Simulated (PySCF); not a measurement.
Computed shifts of a molecule C2H9NSi3, PBE/pcSseg-1 (PySCF), GIAO, gas phase, atoms alike by connectivity averaged where their shifts nearly agree, in ppm (number of nuclei): ²⁹Si: -65.4 (1), -95.8 (1), -107.1 (1). ¹³C: 180.1 (1), 62.1 (1). ¹⁵N: 485.9 (1). ¹H: 9.39 (1), 5.08 (1), 4.87 (1), 4.77 (1), 4.47 (1), 3.95 (3), 3.74 (1). References: ²⁹Si against TMS (σ = 335.4 ppm); ¹³C against TMS (σ = 182.0 ppm); ¹⁵N against NH3 (σ = 267.0 ppm); ¹H against TMS (σ = 31.49 ppm), references at their B3LYP-D3(BJ)/def2-TZVP geometries, non-relativistic. Coordinates come from a B3LYP-D3(BJ)/def2-SVP optimisation. The values are those of a single conformer.

Pick the molecule that these values belong to.
(A) [SiH3][Si@H]1C[SiH2]C=N1
(B) [SiH3][SiH2][Si@H]1C=NC1
(C) N#CC([SiH3])([SiH3])[SiH3]
(D) [SiH3][Si@H]1CN=C[SiH2]1

D, [SiH3][Si@H]1CN=C[SiH2]1
